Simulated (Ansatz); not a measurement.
`P[SiH2][GaH2]` + CH₃NH₂ → `CN[SiH2][GaH2]` + PH₃ at 298.15 K and 1 bar (cleavage of the Si–P bond).

Computed with Ansatz on PBE0-D4/def2-TZVP structures; ΔE is electronic, products minus reactants. CCSD(T)/CBS is the MP2 limit (def2-TZVPP, def2-QZVPP) plus CCSD(T) − MP2 in def2-TZVPP, frozen cores. This one scheme is used for every species. For Ga outer-core shells are correlated without core-valence functions, which leaves a few kJ/mol of doubt a bond. Scalar relativity is left out up to krypton. Each species was taken in one conformer, which may not be the lowest.

```
         species  CCSD(T)/CBS energy (Eh)  H − E (kJ/mol)  S (J/(mol·K))
 `P[SiH2][GaH2]`              -2557.54159           146.9          363.4
          CH₃NH₂                -95.75281           180.0          240.4
`CN[SiH2][GaH2]`              -2310.57822           245.7          373.9
             PH₃               -342.72256            73.1          210.2
```

H − E and S are ideal-gas, rigid-rotor, harmonic terms from PBE0-D4/def2-TZVP, for one conformer and one mirror image of each species. 1 Eh = 2625.50 kJ/mol, R = 8.31446 J/(mol·K).

Q: By hand: ΔE, ΔH, ΔS and ΔG.

A: ΔE = (-2310.57822) + (-342.72256) − (-2557.54159) − (-95.75281) = -0.00638 Eh = -16.8 kJ/mol. Δ(H − E) = 245.7 + 73.1 − 146.9 − 180.0 = -8.1, so ΔH = -24.9 kJ/mol. ΔS = 373.9 + 210.2 − 363.4 − 240.4 = -19.7 J/(mol·K). ΔG = -24.9 − 298.15 × (-19.7)/1000 = -19.0 kJ/mol.

Q: By hand: the equilibrium constant, and the temperature at which ΔG would vanish if ΔH and ΔS stayed fixed.

A: log₁₀ K = −ΔG/(RT ln 10) = 3.3. ΔG = 0 at ΔH/ΔS = 1264 K, though so small a ΔS makes that figure unsure.

ΔH outweighs TΔS. A doubt of 5 kJ/mol in ΔE shifts log₁₀ K by 0.9 here. Other conformers and mirror images would add mixing entropy, several J/(mol·K) or more a flexible species. Modes under 60 cm⁻¹, often nearly free rotors, make the harmonic entropy too high. These are equilibria of isolated gas molecules and say nothing of rates. Largest T1 diagnostic: 0.014 (customary marks: 0.02 for closed shells, 0.045 for open ones).
